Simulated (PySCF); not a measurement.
CH8FNSi2, SMILES CN([SiH3])[SiH2]F. Atoms are numbered in the order given.

```xyz
13

Si     1.7170    -0.7250     0.3599
N      0.2479     0.2361     0.4177
C      0.4059     1.6422     0.8176
Si    -1.2919    -0.3032    -0.1460
F     -1.5765     0.1384    -1.6923
H      2.3690    -0.7263     1.7036
H      1.3503    -2.1096    -0.0397
H      2.6994    -0.1625    -0.6153
H     -0.5716     2.0963     1.0461
H      0.8806     2.2524     0.0283
H      1.0248     1.7280     1.7278
H     -2.3548     0.3484     0.6607
H     -1.3307    -1.7833    -0.1048
```

Geometry: B3LYP-D3(BJ)/def2-SVP. The structure was generated by enumeration, and PubChem lists no compound with its InChIKey, so it may never have been made. The values are those of a single conformer.

The numbers are results of PBE/def2-TZVP in PySCF, not measurements.

Isolated molecule, no solvent.

Q: Estimate the frontier levels, gap, dipole moment and polarisability. (The exact figures need the calculation; the answer reports its results.)

A: 
- highest occupied level = -6.22 eV
- lowest empty level = -0.70 eV
- orbital gap = 5.52 eV
- dipole moment = 1.73 D
- quadrupole, principal values (traceless, Buckingham form, about the centre of nuclear charge) = -6.10, 1.32, 4.78 D·Å
- mean static polarisability = 72.8 bohr³ (10.79 Å³)
- polarisability, principal values = 62.4, 74.7, 81.5 bohr³
